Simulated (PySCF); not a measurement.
**`F[C@]12C[C@H](C1)[Si@@H]([SiH3])[SiH2]2`: 4 charge schemes on one density**

C4H11FSi3.
Cartesian coordinates in Å at the GFN2-xTB level; atoms count from 1:
```xyz
19
C4H11FSi3 angstrom
F     -3.0955   -0.2381    0.4115
C     -1.7371   -0.2808    0.1432
C     -1.0879    1.0349   -0.2964
C     -0.1717    0.1537   -1.1614
C     -1.3247   -0.8616   -1.2125
Si     1.1602   -0.5616    0.0322
Si     2.7943    1.0004    0.5430
Si    -0.6109   -1.0834    1.4822
H     -1.7745    1.6343   -0.8956
H     -0.6398    1.6703    0.4700
H      0.1605    0.5700   -2.1110
H     -2.0552   -0.6232   -1.9866
H     -1.0844   -1.9241   -1.2648
H      1.7200   -1.7521   -0.6466
H      3.6302    1.3784   -0.5985
H      3.6902    0.4558    1.5646
H      2.2364    2.2435    1.0812
H     -0.7620   -0.3455    2.7390
H     -1.0580   -2.4616    1.6988
```

Density: PBE0/pcSseg-1 (PySCF); schemes: Mulliken, IAO, Hirshfeld and ESP-fitted. Geometry: GFN2-xTB; no solvent, vibrations or thermal averaging.

**Question.** For which atoms does the sign change between the 4 schemes (beyond +0.03 e in one, beyond −0.03 e in another)?

**Answer.** C2.

**Question.** Which atoms carry the lowest charge in the Mulliken, IAO, Hirshfeld and ESP-fitted schemes?

**Answer.** The schemes don't all agree: Mulliken C4 (-0.532); IAO C4 (-0.350); Hirshfeld F1 (-0.130); ESP-fitted C5 (-0.384).

**Question.** What partial charge does each atom carry?

**Answer.** In e:

| atom | environment | Mulliken | IAO | Hirshfeld | ESP-fitted |
| --- | --- | --- | --- | --- | --- |
| F1 | alkyl fluorine | -0.323 | -0.321 | -0.130 | -0.280 |
| C2 | sp3 C–F carbon | -0.076 | +0.078 | +0.016 | +0.357 |
| C3 | four-membered-ring carbon | -0.111 | -0.280 | -0.087 | -0.352 |
| C4 | sp3 carbon bound to silicon | -0.532 | -0.350 | -0.111 | -0.002 |
| C5 | four-membered-ring carbon | -0.103 | -0.278 | -0.084 | -0.384 |
| Si6 | SiH silicon | +0.080 | +0.287 | +0.179 | +0.048 |
| Si7 | SiH3 silicon | +0.273 | +0.299 | +0.215 | +0.225 |
| Si8 | SiH2 silicon | +0.366 | +0.434 | +0.235 | +0.192 |
| H9 | methylene hydrogen | +0.133 | +0.150 | +0.046 | +0.142 |
| H10 | methylene hydrogen | +0.137 | +0.121 | +0.032 | +0.097 |
| H11 | methine hydrogen | +0.141 | +0.144 | +0.038 | +0.072 |
| H12 | methylene hydrogen | +0.133 | +0.150 | +0.047 | +0.154 |
| H13 | methylene hydrogen | +0.138 | +0.125 | +0.036 | +0.110 |
| H14 | Si–H hydrogen | -0.004 | -0.086 | -0.076 | -0.052 |
| H15 | Si–H hydrogen | -0.054 | -0.092 | -0.070 | -0.064 |
| H16 | Si–H hydrogen | -0.057 | -0.097 | -0.075 | -0.071 |
| H17 | Si–H hydrogen | -0.064 | -0.096 | -0.071 | -0.072 |
| H18 | Si–H hydrogen | -0.041 | -0.096 | -0.072 | -0.065 |
| H19 | Si–H hydrogen | -0.036 | -0.090 | -0.067 | -0.055 |

Mean size of the charges over all atoms: IAO 0.188 e, Mulliken 0.147 e, ESP-fitted 0.147 e, Hirshfeld 0.089 e. Each set sums to the total charge, 0, to within 0.001 e. The ESP scheme is a least-squares fit of atom-centred charges to the potential on four shells outside the van der Waals surface, with the total charge fixed.

**Question.** How closely do the schemes follow one another over all atoms?

**Answer.** Correlation coefficient and root-mean-square difference: IAO with Hirshfeld 0.94, 0.122 e; Mulliken with IAO 0.89, 0.098 e; Mulliken with Hirshfeld 0.81, 0.127 e; IAO with ESP-fitted 0.78, 0.136 e; Hirshfeld with ESP-fitted 0.68, 0.138 e; Mulliken with ESP-fitted 0.53, 0.185 e.

**Question.** How many electrons does the IAO scheme count on F1?

**Answer.** Z − q = 9 − (-0.321) = 9.321.
